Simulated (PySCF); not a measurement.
Input file for PySCF: R-MP2/6-31G* on C2H3F (SMILES C=CF) with ghost functions.

```python
from pyscf import gto, scf, dft, mp
from pyscf.data.elements import chemcore

mol = gto.M(
    atom='''
    C     0.94513541   -0.66954030    2.70597749
    C    -0.32683374   -0.46253166    2.97042605
    F    -1.21886655   -0.13605589    1.99599222
    H     1.33736806   -0.59007785    1.70078580
    H     1.61074754   -0.92413716    3.51776534
    H    -0.81045292   -0.51694379    3.93574975
    ghost-O    0.33121130   -0.11506841   -0.57489067
    ghost-H    0.03161926   -0.85918360   -1.10668009
    ghost-H   -0.36169966    0.02173450    0.08274896
    ''',
    basis='6-31g*',
    cart=True,
    charge=0, spin=0, verbose=3, max_memory=1800)
mf = scf.RHF(mol)
mf.conv_tol = 1e-8
mf.max_cycle = 100
mf.kernel()
if not mf.converged:
    mf = mf.newton().run(mf.mo_coeff, mf.mo_occ)
pt = mp.MP2(mf, frozen=chemcore(mol)).run()
```

Q: What total energy does the run end on?

A: -177.3061 hartree.
